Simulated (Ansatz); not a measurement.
Geometry optimisation, RKS PBE-D4/def2-SVP in Ansatz.

input.yaml

```yaml
crystal:
  periodic: [false, false, false]
  atoms:
    - { symbol: O, position_ang: [-0.35062, 1.74605, 0.01389] }
    - { symbol: Si, position_ang: [-0.73917, 0.29561, 0.67841] }
    - { symbol: Si, position_ang: [-2.54311, 0.84378, 2.00058] }
    - { symbol: Cl, position_ang: [-2.51587, -0.85712, 3.27586] }
    - { symbol: H, position_ang: [0.39186, 2.00501, -0.53135] }
basis:
  gaussian: { orbitals: def2-SVP }
hamiltonian:
  xc: pbe
  dispersion: d4
relax:
  f_tol: 0.015
  max_steps: 40
output:
  orbitals: {}
```

Launched with:

```bash
$ ansatz run input.yaml --threads 1 --pin off --max-ram 2048MiB --backend cpu --events-out ev --progress --plain --runs-dir out
```

Task: Where does it end, and by what steps?

Result: It converged. After 28 steps the energy has fallen by 1.173 eV; Cl4 moved furthest, 1.62 Å. Joined: O1–Si3, Si2–Cl4.

| step | energy less start (eV) | largest force component (eV/Å) | accepted |
| --- | --- | --- | --- |
| 0 | 0.0000 | 1.687 | yes |
| 1 | -0.2304 | 1.442 | yes |
| 2 | -0.3507 | 0.684 | yes |
| 3 | -0.3971 | 0.427 | yes |
| 4 | -0.2881 | 2.429 | no |
| 5 | -0.4140 | 0.212 | yes |
| 6 | -0.4337 | 0.232 | yes |
| 7 | -0.4671 | 0.148 | yes |
| 8 | -0.5079 | 0.355 | yes |
| 9 | -0.5611 | 0.361 | yes |
| 10 | -0.5943 | 0.961 | yes |
| 11 | -0.5808 | 1.338 | no |
| 12 | -0.6090 | 0.985 | yes |
| 13 | -0.6306 | 0.189 | yes |
| 14 | -0.6313 | 0.226 | yes |
| 15 | -0.6373 | 0.211 | yes |
| 16 | -0.6393 | 0.134 | yes |
| 17 | -0.6437 | 0.150 | yes |
| 18 | -0.6632 | 0.245 | yes |
| 19 | -0.7576 | 0.633 | yes |
| 20 | -0.9051 | 1.025 | yes |
| 21 | -1.0705 | 1.139 | yes |
| 22 | -1.1279 | 0.419 | yes |
| 23 | -1.1640 | 0.212 | yes |
| 24 | -1.1719 | 0.077 | yes |
| 25 | -1.1723 | 0.056 | yes |
| 26 | -1.1727 | 0.018 | yes |
| 27 | -1.1729 | 0.015 | yes |
| 28 | -1.1729 | 0.006 | yes |

```xyz
5
Properties=species:S:1:pos:R:3
O -0.819 1.507 0.404
Si -1.343 -0.328 0.199
Si -2.454 1.370 1.400
Cl -1.166 -0.270 2.597
H 0.025 1.753 0.837
```

Whether the end is a true minimum wasn't checked by a vibrational analysis.

Run time: 66 s on 1 thread of Arm Neoverse V1, with other jobs on the host, peak memory 0.14 GiB.
